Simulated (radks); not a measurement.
Task: Radial electron density D(r) = 4 pi r^2 rho(r) of an atom or ion with 35 electrons. Calculated with a radial shooting solver on a logarithmic mesh with Libxc functionals: Dirac Kohn-Sham, PBEsol, spin-unpolarised, spherical densities, point nucleus.

| r (bohr) | D(r) (e/bohr) |
|---|---|
| 0.001637 | 5.962 |
| 0.002097 | 8.880 |
| 0.002666 | 12.88 |
| 0.003417 | 18.55 |
| 0.004378 | 26.10 |
| 0.00561 | 35.61 |
| 0.007132 | 46.37 |
| 0.00914 | 58.04 |
| 0.01171 | 68.40 |
| 0.01501 | 74.96 |
| 0.01923 | 75.84 |
| 0.02445 | 71.86 |
| 0.03133 | 67.17 |
| 0.04015 | 68.84 |
| 0.05145 | 80.13 |
| 0.06541 | 93.49 |
| 0.08382 | 95.67 |
| 0.1074 | 81.48 |
| 0.1376 | 68.23 |
| 0.175 | 73.12 |
| 0.2242 | 81.68 |
| 0.2873 | 65.79 |
| 0.3682 | 35.68 |
| 0.4681 | 21.41 |
| 0.5998 | 18.00 |
| 0.7686 | 9.947 |
| 0.985 | 2.438 |
| 1.252 | 0.2459 |
| 1.605 | 0.007063 |

What is the nuclear charge?

Result: Z = 57. The innermost maximum, from 1s, lies near gamma/Z bohr with gamma = sqrt(1 - (Z/c)^2) = 0.909, here 0.016 bohr (found: 0.0176), and its height grows with Z. The density is that of the lanthanum ion La22+ in [Ar] 3d10 4s2 4p5; the configuration itself is not fixed sharply by these data, and Z only to a few units. D(r) has 3 maxima, at r = 0.0176, 0.0768, 0.222 bohr, and minima at 0.0342, 0.146 bohr, inside which lie 2.03, 11.12 electrons.
